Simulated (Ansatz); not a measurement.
`[Cl][Sn]([Br])([Br])[Br]`. Total charge 0; spin multiplicity 1. Sn takes the def2 core potential. Geometry: relaxed with PBE0-D4/def2-TZVP.

```xyz
5

Cl    1.030    2.000   -0.534
Sn    0.006    0.013   -0.003
Br   -1.138   -0.840   -1.985
Br    1.706   -1.579    0.733
Br   -1.604    0.407    1.790
```

What is the dipole moment at r2SCAN/def2-TZVPP? (Estimate.)

Ansatz gave: 0.44 D, with components (-0.20, -0.38, 0.10) D in this frame, pointing from negative to positive charge.

And with PBE, B3LYP, ωB97M-V? (Best estimate.)

Computed: PBE 0.44 D, B3LYP 0.45 D, ωB97M-V 0.43 D.

Give the Mulliken charges with r2SCAN, PBE, B3LYP in def2-TZVPP. (Best estimate.)

Ansatz gave: 
```tsv
atom	r2SCAN	PBE	B3LYP
Cl1	-0.30	-0.27	-0.30
Sn2	1.04	0.97	1.04
Br3	-0.25	-0.23	-0.25
Br4	-0.25	-0.23	-0.25
Br5	-0.25	-0.23	-0.25
```

B3LYP here is the variant with VWN-RPA as its local correlation; programs differ in this.
